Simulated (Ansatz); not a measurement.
`[OH][AlH][NH][SiH3]` + `CB[SiH2]Cl` → `[SiH3][NH][AlH][SiH2]Cl` + `CBO`  (redistribution)

Calculated with Ansatz (gas phase, PBE0-D4/def2-TZVP geometries, no zero-point term in ΔE). CCSD(T)/CBS adds triple-zeta CCSD(T) − MP2 to the extrapolated MP2 energy (def2 sets, frozen cores). DFT in def2-TZVPP. Each species was taken in one conformer, which may not be the lowest.

Problem. Is it downhill or uphill in electronic energy at CCSD(T)/CBS, and by how much? (An estimate is asked.)

Solution. Computed: Downhill: ΔE = -7.4 kcal/mol.

Problem. What do these levels give: CAM-B3LYP-D4, ωB97X-V, revPBE, BLYP, HF/def2-SVP, MP2/def2-TZVPP? (Estimate.)

Solution. The calculation gave: CAM-B3LYP-D4 -7.8, ωB97X-V -7.9, revPBE -9.3, BLYP -7.5, HF/def2-SVP -10.2, MP2/def2-TZVPP -6.9 kcal/mol.

Problem. What do rigid-rotor, harmonic-oscillator terms from PBE0-D4/def2-TZVP frequencies (298.15 K, 1 bar) make of the CCSD(T)/CBS value? (An estimate is asked.)

Solution. Computed: ΔZPE = +1.8 kcal/mol, ΔH = -5.9 kcal/mol, ΔS = -14 J/(mol·K), ΔG = -4.9 kcal/mol. Modes under 50 cm⁻¹ make the entropy rough.

Largest T1 diagnostic among the species: 0.012.

From BLYP to BHLYP (50 % exact exchange), in def2-TZVPP and without D4, ΔE moves by +0.9 kcal/mol. At CCSD(T), def2-SVP lies −6.2 kcal/mol from the extrapolated value and def2-TZVPP −0.5 kcal/mol. Leaving LDA and LC-ωPBE aside and taking each functional with its dispersion term where it has one, the values, not all of them listed here, spread over 3.8 kcal/mol, from PBE-D4 to B2PLYP. LDA lies −1.9 kcal/mol from PBE without D4.
